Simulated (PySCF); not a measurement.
**N⁺ (nitrogen, charge +1) across methods**

[He] 2s1 2p3, high-spin 5S determinant (an excited configuration). Computed with PySCF 2.14 in aug-cc-pCVTZ-DK, with scalar relativity by spin-free X2C-1e.

| method | E (hartree) | mean ε 1s β (eV) | mean ε 2s α (eV) | mean ε 2p α (eV) | Σ⟨r²⟩ (bohr²) | ⟨S²⟩ |
| --- | --- | --- | --- | --- | --- | --- |
| LDA | -53.4006 | -394.96 | -34.337 | -22.790 | 7.841 | 6.000 |
| PBE | -53.8068 | -398.25 | -34.709 | -22.795 | 7.798 | 6.000 |
| r2SCAN | -53.8789 | -402.71 | -36.365 | -23.522 | 7.676 | 6.000 |
| r2SCAN0 | -53.8775 | -411.94 | -39.227 | -25.582 | 7.648 | 6.000 |
| BP86 | -53.8599 | -398.86 | -34.730 | -22.816 | 7.772 | 6.000 |
| TPSS | -53.8786 | -401.32 | -35.249 | -22.915 | 7.756 | 6.000 |
| UHF | -53.77153 | -439.11 | -47.876 | -31.486 | 7.605 | 6.000 |
| revPBE | -53.8625 | -398.64 | -34.757 | -22.769 | 7.785 | 6.000 |

(1) Estimate the same row for PBE0.

## Answers

(1) E (hartree) = -53.8242; mean ε 1s β (eV) = -408.65; mean ε 2s α (eV) = -38.101; mean ε 2p α (eV) = -25.071; Σ⟨r²⟩ (bohr²) = 7.726; ⟨S²⟩ = 6.000.
